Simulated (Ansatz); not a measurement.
The inner images of a band of H₃LiOSSi (7 atoms, charge 0, multiplicity 1) are given out of order.

The calculation used Ansatz, RKS PBE-D4/def2-SVP.

First end point:

```xyz
7
Properties=species:S:1:pos:R:3
Li 0.541 -2.497 1.858
O 0.955 -1.329 0.850
S 1.481 -0.157 -0.189
Si -0.398 0.813 -0.558
H -0.156 1.952 -1.519
H -1.011 1.354 0.712
H -1.411 -0.136 -1.154
```

Last end point:

```xyz
7
Properties=species:S:1:pos:R:3
Li -0.193 -1.037 1.123
O 1.442 -0.821 0.470
S 1.076 0.082 -0.795
Si -1.235 0.605 -0.698
H 1.421 1.385 -0.434
H -1.068 0.735 0.872
H -1.443 -0.950 -0.538
```

**Question.** Put them in order from the first end to the last, with their energies above the first end.
A.
```xyz
7
Properties=species:S:1:pos:R:3
Li -0.004 -1.109 1.536
O 1.383 -1.540 0.655
S 1.487 -0.369 -0.510
Si -0.430 0.567 -0.544
H 0.122 1.903 -0.904
H -0.925 0.694 0.916
H -1.633 -0.146 -1.149
```
B.
```xyz
7
Properties=species:S:1:pos:R:3
Li 0.112 -1.823 1.882
O 1.102 -1.389 0.677
S 1.579 -0.261 -0.439
Si -0.330 0.699 -0.549
H -0.251 2.035 -1.243
H -0.815 0.890 0.879
H -1.398 -0.151 -1.206
```
C.
```xyz
7
Properties=species:S:1:pos:R:3
Li -0.038 -1.057 1.300
O 1.521 -1.297 0.527
S 1.293 -0.187 -0.626
Si -0.760 0.700 -0.631
H 0.715 1.487 -0.533
H -0.955 0.772 0.904
H -1.776 -0.418 -0.942
```
D.
```xyz
7
Properties=species:S:1:pos:R:3
Li -0.024 -1.055 1.280
O 1.547 -1.104 0.472
S 1.199 -0.088 -0.727
Si -0.959 0.740 -0.670
H 0.955 1.341 -0.420
H -0.940 0.716 0.910
H -1.778 -0.551 -0.844
```
E.
```xyz
7
Properties=species:S:1:pos:R:3
Li -0.058 -1.017 1.250
O 1.518 -0.924 0.455
S 1.108 -0.002 -0.790
Si -1.136 0.688 -0.691
H 1.239 1.332 -0.393
H -0.992 0.688 0.891
H -1.679 -0.766 -0.721
```

**Answer.** B (+8.9 kJ/mol), A (+50.5 kJ/mol), C (+157.9 kJ/mol), D (+122.2 kJ/mol), E (+78.6 kJ/mol).

The run took 110 s on 1 thread of Intel(R) Xeon(R) 6975P-C (Granite Rapids), with other jobs on the host, peak memory 0.15 GiB.
